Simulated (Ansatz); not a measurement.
The cluster Ca₂Si₂⁺ was relaxed with r2SCAN-D4 (def2-TZVP) in Ansatz in these states: charge +1 doublet, charge +1 quartet. The geometries follow in no particular order.

A:

Cartesian coordinates in Å:
```
Ca -0.947 1.398 1.848
Ca 0.964 -1.384 -1.849
Si -0.562 0.610 -0.749
Si 0.544 -0.624 0.751
```

B:

Cartesian coordinates in Å:
```
Ca 0.538 1.768 -1.968
Ca -0.542 -1.766 1.969
Si 0.572 0.616 0.710
Si -0.568 -0.618 -0.711
```

Task: Judge from the bond lengths which geometry belongs to which state (an estimate).

Result: A is the charge +1 doublet (Ca2–Si4 2.741 Å, Ca1–Si4 2.741 Å, Ca2–Si3 2.741 Å); B is the charge +1 quartet (Ca2–Si4 2.915 Å, Ca1–Si4 2.915 Å, Ca2–Si3 2.915 Å).
